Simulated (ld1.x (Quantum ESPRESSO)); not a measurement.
**As: excitation energies, all-electron against TM semilocal**

arsenic, norm-conserving Troullier–Martins (semilocal form), made with ld1.x (Quantum ESPRESSO) 7.5 (LDA (PZ), scalar-relativistic). Core [Ar] 3d10, reference 4s2 4p0 (charge +3). Waves: 4s (bound): rc 1.35 bohr; 4p (bound, empty): rc 1.50 bohr; 4d channel at 0.45 Ry: rc 1.40 bohr. Local part: the d channel. Core correction: a·sin(br)/r model core inside 1.30 bohr.

Energies are relative to the spin-unpolarised reference configuration 4s2 4p0; without spin polarisation the order of configurations can differ from experiment. Spin-polarised rows fill each open shell by Hund’s rule, majority spin first.

Q: Give the all-electron excitation energy and the error of the potential for: 4s2 4p3; 4s2 4p2; 4s2 4p1; 4s1 4p3; 4s2 4p2.5; 4s1 4p0; 4s1 4p4; 4s2 4p3 (spin-polarised); 4s2 4p2 (spin-polarised).

A:

```
   valence configuration  charge  ΔE all-electron (eV)  error AE − PS (meV)
                 4s2 4p3       0               -55.528                  -38
                 4s2 4p2      +1               -46.203                  -30
                 4s2 4p1      +2               -28.040                  -11
                 4s1 4p3      +1               -36.041                 -8.1
               4s2 4p2.5    +0.5               -51.891                  -35
                 4s1 4p0      +4                51.113                  -76
                 4s1 4p4       0               -46.045                  -12
4s2 4p3 (spin-polarised)       0               -56.852                  -25
4s2 4p2 (spin-polarised)      +1               -46.931                  -22
```
